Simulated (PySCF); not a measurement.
## Correlation energy of Ga (gallium, neutral)

[Ar] 3d10 4s2 4p1, 2P determinant. All numbers are calculated (PySCF 2.14, scalar relativity by spin-free X2C-1e, in cc-pVDZ-DK). Frozen: [Ar] 3d10; 3 electrons correlated.

MP2 pair energies summed by pair of shells (mhartree):

| pair | energy | share (%) |
| --- | --- | --- |
| 4s-4s | -17.58 | 61.2 |
| 4s-4p | -11.13 | 38.8 |

Total MP2 correlation energy: -28.70 mhartree.

Same-spin part -2.12 and opposite-spin part -26.58 mhartree; SCS-MP2 scales them by 1/3 and 6/5 to -32.61 mhartree.

```csv
level,correlation energy (mhartree)
CCSD,-42.98
(T),-0.47
CCSD(T),-43.45
```

Diagnostics: T1 = 0.010, D1 = 0.0252, largest double amplitude 0.092.

**Question.** Is a single reference adequate?

**Answer.** Mostly. T1 lies below 0.03, but a double amplitude of this size points to a near-degeneracy that CCSD handles and MP2 describes poorly.
